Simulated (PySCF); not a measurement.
C₄H₄BFO, SMILES O=C(C)B(C#C)F. Coordinates come from a B3LYP-D3(BJ)/def2-SVP optimisation. The structure was generated by enumeration, and PubChem lists no compound with its InChIKey, so it may never have been made. The values are those of a single conformer.

Computed equilibrium geometry at B3LYP-D3(BJ)/def2-SVP (PySCF confirms it by a frequency run) as bond lengths and angles (one conformer of several):
Atoms: C1 C2 B3 F4 C5 C6 O7 H8 H9 H10 H11. Bond lengths (Å): C1–C2 1.218, C1–H8 1.075, C2–B3 1.523, B3–F4 1.329, B3–C5 1.597, C5–C6 1.506, C5–O7 1.221, C6–H9 1.104, C6–H10 1.100, C6–H11 1.104. Angles (°): C2–C1–H8 179.3, C1–C2–B3 176.5, C2–B3–F4 120.7, C2–B3–C5 120.9, F4–B3–C5 118.3, B3–C5–C6 124.4, B3–C5–O7 112.7, C6–C5–O7 123.0, C5–C6–H9 109.8, C5–C6–H10 110.3, C5–C6–H11 109.6, H9–C6–H10 110.1, H9–C6–H11 106.7, H10–C6–H11 110.2.
